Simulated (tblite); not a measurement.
C₆H₁₅BOS.
Numbering: `[CH3:1][CH2:2][B:3]([CH3:4])[CH2:5][S@:6](=[O:7])[CH2:8][CH3:9]` (hydrogens: H10, H11, H12 on C1; H13, H14 on C2; H15, H16, H17 on C4; H18, H19 on C5; H20, H21 on C8; H22, H23, H24 on C9)

Computed with GFN2-xTB (tblite), gas phase: L-BFGS steps from a force-field or distance-geometry start until the largest atomic force falls under 0.01 eV/Å.

Step 3: E = -789.0738 eV
```
atom  x, y, z in Å  |  force x, y, z in eV/Å
C1     -3.5952    0.2963   -0.3200    0.122   0.013  -0.055
C2     -2.2038    0.9015   -0.2323   -0.146   0.034  -0.141
B3     -1.0799   -0.1576    0.0354    0.189   0.103  -0.261
C4     -1.3343   -1.7013    0.0366    0.036   0.078   0.029
C5      0.3738    0.3901   -0.1753    0.318  -0.155   0.383
S6      1.5767   -0.2654    1.1293   -0.090   0.146  -0.339
O7      1.2122    0.3978    2.3779   -0.011   0.133   0.056
C8      3.1628    0.5395    0.4983   -0.391  -0.207   0.136
C9      3.4342   -0.1316   -0.8242   -0.001   0.065   0.035
H10    -4.3225    1.0476   -0.5971   -0.243   0.005  -0.037
H11    -3.8364   -0.1154    0.6497   -0.319  -0.117   0.085
H12    -3.5792   -0.5014   -1.0589   -0.257   0.044   0.019
H13    -1.9663    1.3800   -1.1944   -0.044   0.064   0.161
H14    -2.2104    1.7021    0.5087    0.089   0.044   0.014
H15    -1.3647   -1.9764   -1.0180   -0.103  -0.145  -0.031
H16    -0.5317   -2.2742    0.4788    0.152  -0.133   0.140
H17    -2.2712   -2.0132    0.4822   -0.042  -0.046   0.007
H18     0.3928    1.4768   -0.1655    0.335  -0.005  -0.019
H19     0.7054   -0.0012   -1.1376    0.215   0.134   0.167
H20     3.9157    0.3070    1.2541   -0.086   0.038  -0.090
H21     3.0653    1.6136    0.3884   -0.113   0.097   0.166
H22     2.7340    0.2470   -1.5586    0.127   0.074  -0.271
H23     4.4490    0.0548   -1.1534    0.099  -0.044  -0.138
H24     3.2621   -1.1966   -0.7295    0.163  -0.219  -0.016
```

Step 4: E = -789.1014 eV
```
atom  x, y, z in Å  |  force x, y, z in eV/Å
C1     -3.5916    0.2987   -0.3199   -0.149  -0.011   0.028
C2     -2.2042    0.9004   -0.2329   -0.058   0.064  -0.060
B3     -1.0755   -0.1578    0.0219    0.101   0.129  -0.064
C4     -1.3322   -1.6991    0.0384    0.068  -0.024   0.004
C5      0.3790    0.3887   -0.1658    0.300  -0.025   0.194
S6      1.5776   -0.2730    1.1288   -0.185   0.342  -0.127
O7      1.2117    0.4031    2.3742    0.046   0.000  -0.039
C8      3.1542    0.5370    0.4984   -0.288  -0.056   0.096
C9      3.4336   -0.1310   -0.8221    0.003  -0.023  -0.060
H10    -4.3282    1.0432   -0.5975   -0.172   0.036  -0.022
H11    -3.8454   -0.1175    0.6467   -0.246  -0.080   0.075
H12    -3.5880   -0.4975   -1.0556   -0.192  -0.048  -0.078
H13    -1.9681    1.3816   -1.1886   -0.028   0.121   0.012
H14    -2.2091    1.7035    0.5070    0.101  -0.005   0.026
H15    -1.3681   -1.9789   -1.0138   -0.075  -0.161  -0.086
H16    -0.5305   -2.2766    0.4811    0.115  -0.079   0.114
H17    -2.2695   -2.0146    0.4799   -0.055  -0.005   0.050
H18     0.4021    1.4793   -0.1684    0.321  -0.115   0.061
H19     0.7102    0.0038   -1.1299    0.241   0.082   0.114
H20     3.9104    0.3086    1.2496   -0.049   0.002  -0.023
H21     3.0637    1.6168    0.3940   -0.152  -0.044   0.152
H22     2.7420    0.2482   -1.5635    0.063   0.057  -0.265
H23     4.4461    0.0524   -1.1568    0.162  -0.008  -0.088
H24     3.2683   -1.1996   -0.7310    0.130  -0.149  -0.015
```

**Question.** Estimate the geometry and energy of step 5. (The exact step hangs on the optimiser's Hessian estimate; all steps are aligned on step 4, rigid shifts and turns removed.)

**Answer.** E = -789.1315 eV, largest force 0.365 eV/Å
```
atom  x, y, z in Å  |  force x, y, z in eV/Å
C1     -3.5920    0.3009   -0.3187   -0.356  -0.045   0.066
C2     -2.2053    0.9004   -0.2341   -0.004   0.039   0.022
B3     -1.0686   -0.1553    0.0056    0.003   0.069   0.146
C4     -1.3283   -1.6977    0.0404    0.070  -0.109  -0.046
C5      0.3911    0.3872   -0.1520    0.113   0.145  -0.100
S6      1.5744   -0.2744    1.1268   -0.151   0.246   0.044
O7      1.2122    0.4089    2.3687    0.034  -0.002   0.044
C8      3.1393    0.5334    0.5003   -0.040   0.102  -0.059
C9      3.4328   -0.1311   -0.8216    0.019  -0.091  -0.144
H10    -4.3380    1.0388   -0.5982   -0.079   0.063   0.007
H11    -3.8607   -0.1212    0.6443   -0.145  -0.021   0.042
H12    -3.6020   -0.4943   -1.0536   -0.115  -0.093  -0.125
H13    -1.9707    1.3865   -1.1825   -0.031   0.171  -0.141
H14    -2.2055    1.7047    0.5057    0.096  -0.052   0.045
H15    -1.3736   -1.9852   -1.0106   -0.027  -0.157  -0.073
H16    -0.5272   -2.2806    0.4859    0.038   0.009   0.055
H17    -2.2683   -2.0161    0.4785   -0.001   0.064   0.075
H18     0.4197    1.4796   -0.1701    0.286  -0.146   0.147
H19     0.7209    0.0112   -1.1184    0.273   0.001   0.044
H20     3.9030    0.3103    1.2440   -0.042  -0.043   0.043
H21     3.0584    1.6192    0.4036   -0.195  -0.170   0.114
H22     2.7527    0.2504   -1.5746    0.031  -0.003  -0.197
H23     4.4460    0.0496   -1.1620    0.141   0.027   0.018
H24     3.2780   -1.2056   -0.7331    0.082  -0.003  -0.027
```

The energy changes by -0.0301 eV. The first-order estimate −F·Δx gives -0.0443 eV and the mean of the old and new forces, exact on a quadratic surface, -0.0300 eV. The step makes an angle of 41° with the force vector and moves no atom by more than 0.018 Å.

What follows is the cost of the whole relaxation. On one thread of an Arm Neoverse N1, shared host with 64 logical CPUs at a one-minute load of 59, this took 2.9 s.
